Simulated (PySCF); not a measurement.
Species: C6H6F3P.
Bonds: C1–C2 (double), C2–C3, C3–C4 (double), C4–C5, C5–F6, C5–F7, C5–F8, C4–P9, P9–C10, C3–P9. Hydrogens: H11, H12 on C1; H13 on C2; H14, H15, H16 on C10.

NICS is the negative of the GIAO shielding at a point without a nucleus: at the ring centre (0) and 1 Å above and below it (1); zz is the component along the ring normal. Level: GIAO PBE0/pcSseg-1 (PySCF, non-relativistic, gas phase) on the GFN2-xTB geometry, one conformer.

Ring bond lengths (Å), with Mayer bond orders in brackets: C3–C4 1.324 (1.55), C4–P9 1.837 (0.87), P9–C3 1.850 (0.86).

Question: What do the NICS probes read (ppm)?

Answer: 
```json
{"ring": "C3–C4–P9", "type": "3-membered ring with P; formal bonds 1 double, 2 single", "NICS(0)": "-25.6", "NICS(1), two faces": "-4.9 / -9.3", "NICS(1)zz, two faces": "-11.7 / -18.0", "rms pucker (Å)": "0.00", "centre to ring atoms, mean (Å)": "0.97"}
```

Question: What do they say, and how far can they be read as aromaticity?

Answer: 
- C3–C4–P9: mean NICS(1)zz -14.9 ppm, shielded. A hydrogen on C10, outside the ring, lies 1.56 Å from a NICS(1) probe. The two faces differ by 6.3 ppm, so no symmetry operation interchanges them. NICS(0) lies 18 ppm below the mean NICS(1).

Question: And the bond-length index? HOMA takes Krygowski's 1993 parameters.

Answer: 
- C3–C4–P9: HOMA -1.03; the largest term is that of P9–C3, α(R − Ropt)² = 2.75.

Question: At the first NICS(1) probe listed for ring C3–C4–P9, 1 Å off the ring, how large is the induced field along the normal in 11.7 T applied along it?

Answer: NICSzz × B0 = -11.7 ppm × 11.7 T = -137 μT, against the applied field.

Shape of the structure used: `[CH2:1]=[CH:2][C:3]1=[C:4]([C:5]([F:6])([F:7])[F:8])[P:9]1[CH3:10]`: C1–C2–C3–C4 -178°, C3–C4–C5–F6 -125°.
